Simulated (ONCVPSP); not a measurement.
## Logarithmic derivatives: Pt, ONCV

ONCVPSP 4.0.1 input, shortened (lines: element, Z, core and valence counts, functional; n l f; lmax; l rc ep ncon nbas qcut; lloc lpopt rc5 dvloc0; l nproj debl; icmod fcfact rcfact), PBE, scalar-relativistic:

```
  Pt 78.00   10    4        4      upf
    1    0    2.00
    2    0    2.00
    2    1    6.00
    3    0    2.00
    3    1    6.00
    3    2   10.00
    4    0    2.00
    4    1    6.00
    4    2   10.00
    4    3   14.00
    5    0    2.00
    5    1    6.00
    5    2    8.00
    6    0    2.00
    2
    0    1.40    0.00    4    9    9.40
    1    1.65    0.00    4    8    8.10
    2    2.05    0.00    3    7    8.00
    4    5    1.15    0.00
    0    3    4.00
    1    2    0.50
    2    1    0.80
    3    4.25    1.50
```

In the p channel the program set the typed energies aside and used -2.153, 0.250 Ha.

The phase is arctan(r·R′/R) of the radial function R(r), unwrapped; energies in Ha, scanned from -5 to 5 Ha. A pole is an energy at which the radial function vanishes at the test radius. The pseudo phase is shifted by a multiple of π to meet the all-electron one at the reference energy, and phase errors are pseudo minus all-electron; the curves can meet again beyond the range given. Levels narrower than the energy grid can be missing from the lists of poles.

```json
{"channel": "s", "radius (bohr)": "1.42", "reference energy (Ha)": "-0.24", "poles, all-electron": "-2.93", "poles, pseudo": "-2.93", "unbroken range about the reference energy with phases within 0.05 rad": "the whole range", "phase error 1 Ha above the reference energy (rad)": "+0.000"}
{"channel": "p", "radius (bohr)": "1.67", "reference energy (Ha)": "-2.15", "poles, all-electron": "-1.56", "poles, pseudo": "-1.56", "unbroken range about the reference energy with phases within 0.05 rad": "the whole range", "phase error 1 Ha above the reference energy (rad)": "-0.000"}
{"channel": "d", "radius (bohr)": "2.08", "reference energy (Ha)": "-0.30", "poles, all-electron": "0.25", "poles, pseudo": "0.25", "unbroken range about the reference energy with phases within 0.05 rad": "below 1.8", "phase error 1 Ha above the reference energy (rad)": "-0.002"}
```

Phases in the p channel:

| E (Ha) | all-electron | pseudo |
| --- | --- | --- |
| -4.96 | 1.258 | 1.258 |
| -4.72 | 1.237 | 1.237 |
| -4.48 | 1.212 | 1.212 |
| -4.24 | 1.179 | 1.179 |
| -4.00 | 1.137 | 1.137 |
| -3.76 | 1.078 | 1.077 |
| -3.52 | 0.988 | 0.988 |
| -3.28 | 0.839 | 0.839 |
| -3.04 | 0.554 | 0.554 |
| -2.80 | -0.018 | -0.018 |
| -2.56 | -0.730 | -0.730 |
| -2.32 | -1.151 | -1.151 |
| -2.08 | -1.361 | -1.361 |
| -1.84 | -1.480 | -1.480 |
| -1.60 | -1.559 | -1.559 |
| -1.36 | -1.617 | -1.617 |
| -1.12 | -1.664 | -1.664 |
| -0.88 | -1.704 | -1.704 |
| -0.64 | -1.742 | -1.742 |
| -0.40 | -1.778 | -1.778 |
| -0.16 | -1.816 | -1.816 |
| 0.08 | -1.857 | -1.857 |
| 0.32 | -1.904 | -1.904 |
| 0.56 | -1.958 | -1.958 |
| 0.80 | -2.025 | -2.025 |
| 1.04 | -2.111 | -2.111 |
| 1.28 | -2.226 | -2.227 |
| 1.52 | -2.386 | -2.386 |
| 1.76 | -2.611 | -2.613 |
| 2.00 | -2.917 | -2.921 |
| 2.24 | -3.277 | -3.283 |
| 2.48 | -3.615 | -3.621 |
| 2.72 | -3.875 | -3.881 |
| 2.96 | -4.060 | -4.066 |
| 3.20 | -4.190 | -4.196 |
| 3.44 | -4.285 | -4.290 |
| 3.68 | -4.356 | -4.361 |
| 3.92 | -4.411 | -4.416 |
| 4.16 | -4.455 | -4.460 |
| 4.40 | -4.490 | -4.496 |
| 4.64 | -4.520 | -4.526 |
| 4.88 | -4.546 | -4.552 |
